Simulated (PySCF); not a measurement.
Species: C₅H₈O₂ (charge +1 and doublet state).
Bonds: C1–C2, C2–O3 (double), C2–C4, C4–C5, C5–C6, C5–O7 (double). Hydrogens: H8, H9, H10 on C1; H11, H12 on C4; H13, H14, H15 on C6.

The geometry is computed with GFN2-xTB (gas phase). This method treats the open shell by occupation alone, without spin polarisation.

(1) Give the optimised bond lengths and angles.

## Answers

(1) 
```tsv
bond	length (Å)	order
C1–C2	1.479	single
C2=O3, C5=O7	1.186	double
C2–C4	1.564	single
C4–C5	1.520	single
C5–C6	1.506	single
C1–H8 and 5 like bonds	1.091	single
C4–H11, C4–H12	1.095	single
```

Bonds in one row agree within 0.01 Å and their mean is given. Orders are formal, as drawn. A selection of angles:
```tsv
angle	degrees
C2–C1–H8	109.0
C2–C1–H9	110.6
H8–C1–H9	109.1
H9–C1–H10	107.2
C1–C2–O3	129.6
C1–C2–C4	114.5
O3–C2–C4	115.9
C2–C4–C5	112.8
C2–C4–H11	108.1
C5–C4–H12	111.5
H11–C4–H12	108.3
C4–C5–C6	109.6
C4–C5–O7	125.3
C6–C5–O7	125.1
C5–C6–H13	107.1
C5–C6–H14	113.4
H14–C6–H15	110.6
```

Torsions: C1–C2–C4–C5 -58° (synclinal); C2–C4–C5–C6 -159° (antiperiplanar). The mirror-image conformer, all signs reversed, is as good.

C2 (carbon bonded to 2 C and O) is planar (angles 129.6°, 115.9° and 114.5°, sum 360.0°, 0.01 Å off the plane of its three neighbours). Of the pairs four or more bonds apart, O7···H9 is among the closest relative to their van der Waals radii: 2.15 Å, 79 % of the sum of Bondi's values. The 4 C–C bonds span 1.479 Å (C1–C2, drawn single) to 1.564 Å (C2–C4, drawn single), a spread of 0.085 Å.

Point group: C1 (no symmetry element, even within 0.4 Å). GFN2-xTB frequencies: not computed here.
